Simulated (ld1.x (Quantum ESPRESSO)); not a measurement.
# Which setting gave this result? (selenium (Se), ultrasoft)

Base potential:

ld1.x (Quantum ESPRESSO) 7.5 input, shortened:

```
&input
   title='Se', zed=34., rel=1, dft='PBE', iswitch=3,
   config='[Ar] 3d10 4s2 4p4'
 /
 &inputp
   pseudotype=3, tm=.true., lloc=-1, rcloc=1.55,
   nlcc=.true., rcore=0.95,
   which_augfun='PSQ', rmatch_augfun=1.15
 /
4
4S  1  0   2.00   0.00  1.40  1.60  0.0
4S  1  0   0.00   0.20  1.40  1.60  0.0
4P  2  1   4.00   0.00  1.60  1.75  0.0
4P  2  1   0.00   2.70  1.60  1.75  0.0
 &test
   configts(1)='4s2 4p4'
 /
```

Cutoffs, loose and tight: the cutoffs (Ry, on a coarse ladder) from which the occupation-weighted sum of valence levels, in a spherical-Bessel basis at the reference potential, stays within 10 and 1 mRy of its value at 400 Ry. They do not see the model core or the augmentation charge, which bear on the density cutoff. Test errors are all-electron minus pseudo excitation energies from the reference, over the configurations 4s2 4p3; 4s2 4p2; 4s2 4p1; 4s0 4p6; 4s1 4p5; 4s2 4p3.5; 4s1 4p4; variants that change the core or the reference have their own tests.

A file whose overlap is not positive is unfit for use, and its test errors describe a broken file.

Only the scale of all radii but the core radius (base = 1) is moved (4 further runs of the sweep failed or gave no value and are left out):

| scale of all radii but the core radius (base = 1) | bound ghosts | largest test error (meV) | median size of the test errors |
| --- | --- | --- | --- |
| 1 | none | -98 | 18.4 meV |
| 1.15 | none | -85 | 16.1 meV |
| 1.22 | none | -78 | 15.1 meV |
| 1.29 | not determined (overlap not positive) | -63 | 5.5 meV |

**Question.** One more run gave bound ghosts: none; largest test error (meV): -94; median size of the test errors: 17.2 meV. Which value of the scale of all radii but the core radius (base = 1) was used?

**Answer.** 1.06. The median size of the test errors moves one way along this sweep, from 18.4 meV at 1 to 5.5 meV at 1.29, which places the run between 1 and 1.15.
